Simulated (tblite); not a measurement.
Species: C7H11OP.
Z-matrix (Å and degrees, GFN2-xTB geometry), rows numbered from 1:
```
C 
O   1  1.4023
C   2  1.3565  1  115.49
P   3  1.8266  2  124.75  1   -10.23
C   4  1.7944  3   88.68  2   178.73
C   5  1.3518  4  111.93  3     7.58
C   6  1.4913  5  124.55  4   175.51
C   3  1.3581  2  123.44  1   176.77
C   8  1.4938  3  124.43  2    -1.94
H   1  1.0971  2  111.27  3   -63.32
H   1  1.0973  2  110.92  3    57.69
H   1  1.0888  2  106.77  3   177.19
H   4  1.3997  3   95.73  2    81.23
H   5  1.0765  4  122.35  3  -179.86
H   7  1.0894  6  110.20  5  -120.29
H   7  1.0869  6  110.75  5     0.21
H   7  1.0893  6  110.27  5   120.84
H   9  1.0861  8  109.73  3     2.30
H   9  1.0899  8  110.78  3  -118.07
H   9  1.0898  8  110.43  3   122.38
```

Level: GFN2-xTB in tblite, geometry and Hessian alike; calculated harmonic values, unscaled, isolated species. Errors from tens to a few hundred cm⁻¹ against measured bands are possible. Modes of hydrogen on phosphorus can be 10 to 20 % off. One conformer, not necessarily the lowest.

Harmonic wavenumbers (cm⁻¹): 71.6, 107.4, 122.3, 155.0, 183.6, 193.1, 208.1, 260.4, 281.4, 319.7, 405.4, 446.7, 487.4, 525.8, 551.3, 620.1, 698.1, 761.1, 784.4, 835.8, 863.8, 1005.2, 1020.2, 1027.9, 1033.3, 1041.0, 1111.4, 1124.0, 1145.6, 1165.1, 1233.1, 1367.8, 1393.8, 1400.2, 1405.8, 1457.5, 1468.5, 1470.0, 1471.8, 1482.6, 1484.3, 1547.3, 1617.8, 2237.2, 2898.0, 2918.6, 2993.1, 3003.5, 3006.6, 3017.1, 3025.2, 3046.9, 3060.6, 3102.9.

A = 2205, B = 1161, C = 776.6 MHz; mass 142.055 u (most abundant isotopes); point group C1, symmetry number 1.

**Question.** Zero-point energy?

**Answer.** ½Σν̃ = 34833 cm⁻¹ = 99.59 kcal/mol.

**Question.** What is S at 298.15 K and 1 bar for an ideal gas of classical rigid rotors and harmonic oscillators?

**Answer.** Translation 40.79, rotation 29.47, vibration 30.09: S = 100.4 cal/(mol K).

**Question.** And Cp and H(298.15 K) − H(0)?

**Answer.** Cp = 41.10 cal/(mol K), of which vibrations give 33.15 (their classical limit is 54 R = 107.3); H(298.15 K) − H(0) = 7.37 kcal/mol without the zero-point energy, 5.00 from vibrations.

**Question.** How do the functions run with temperature in this model?

**Answer.** 
```json
{"T (K)": "100", "S (cal/(mol K))": "68.8", "Cp (cal/(mol K))": "19.8", "H − H(0) (kcal/mol)": "1.28", "G − H(0) (kcal/mol)": "-5.61", "ln q(vib)": "1.23"}
{"T (K)": "200", "S (cal/(mol K))": "86.1", "Cp (cal/(mol K))": "30.9", "H − H(0) (kcal/mol)": "3.83", "G − H(0) (kcal/mol)": "-13.39", "ln q(vib)": "3.93"}
{"T (K)": "300", "S (cal/(mol K))": "100.6", "Cp (cal/(mol K))": "41.3", "H − H(0) (kcal/mol)": "7.44", "G − H(0) (kcal/mol)": "-22.74", "ln q(vib)": "6.76"}
{"T (K)": "500", "S (cal/(mol K))": "126.3", "Cp (cal/(mol K))": "60.0", "H − H(0) (kcal/mol)": "17.65", "G − H(0) (kcal/mol)": "-45.49", "ln q(vib)": "12.35"}
{"T (K)": "800", "S (cal/(mol K))": "158.9", "Cp (cal/(mol K))": "78.7", "H − H(0) (kcal/mol)": "38.71", "G − H(0) (kcal/mol)": "-88.43", "ln q(vib)": "20.32"}
{"T (K)": "1000", "S (cal/(mol K))": "177.4", "Cp (cal/(mol K))": "86.9", "H − H(0) (kcal/mol)": "55.31", "G − H(0) (kcal/mol)": "-122.10", "ln q(vib)": "25.25"}
```

q(vib) and H(0) count from the zero-point level.

**Question.** Blend soft modes into free rotors: weight 1/[1 + (100 cm⁻¹/ν̃)⁴] for the oscillator and the rest for a rotor with moment μB/(μ + B), μ = h/(8π²ν), B = 10⁻⁴⁴ kg m². What vibrational entropy results?

**Answer.** 29.00 cal/(mol K) in place of 30.09, which changes −T·S at 298.15 K by +0.33 kcal/mol.

**Question.** Which modes carry the vibrational entropy at 298.15 K?

**Answer.** 71.6 cm⁻¹: 4.11; 107.4 cm⁻¹: 3.32; 122.3 cm⁻¹: 3.06; 155.0 cm⁻¹: 2.61; 183.6 cm⁻¹: 2.29; 193.1 cm⁻¹: 2.20 cal/(mol K); the other 48 give 12.51 together.

**Question.** What must be added to the electronic energy to get the Gibbs energy at 298.15 K and 1 bar?

**Answer.** ZPE + [H(298.15 K) − H(0)] − T·S = 99.59 + 7.37 − 29.92 = 77.04 kcal/mol.

Hindered rotation and anharmonicity are outside this model. Other conformers, if any are populated, would add a mixing term that is left out. The structure is chiral; the term R ln 2 for an equal mix with its mirror image is left out.
